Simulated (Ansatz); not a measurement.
Consider the ligand exchange at a B–C bond: `BC=N` + `OC[SiH](F)F` → `BOC[SiH](F)F` + `C=N`.

Gas-phase electronic energies from Ansatz, PBE0-D4/def2-TZVP geometries. CCSD(T)/CBS adds triple-zeta CCSD(T) − MP2 to the extrapolated MP2 energy (def2 sets, frozen cores). This one scheme is used for every species. DFT in def2-TZVPP. Each species was taken in one conformer, which may not be the lowest.

```json
{"level": "B2PLYP", "ΔE (kJ/mol)": "-156.0"}
{"level": "r2SCAN", "ΔE (kJ/mol)": "-152.9"}
{"level": "HF/def2-QZVPP", "ΔE (kJ/mol)": "-154.9"}
{"level": "SCS-MP2/def2-QZVPP", "ΔE (kJ/mol)": "-154.2"}
```

Question: What does CCSD(T)/CBS give? (Estimate.)

Answer: Computed: -152.3 kJ/mol. The listed levels differ from it by -3.7, -0.6, -2.6, -1.9 kJ/mol.

Largest T1 diagnostic among the species: 0.013.

CCSD(T)/CBS has its own doubt, a few kJ/mol and more with outer-core shells, so smaller differences from it don't rank the levels.
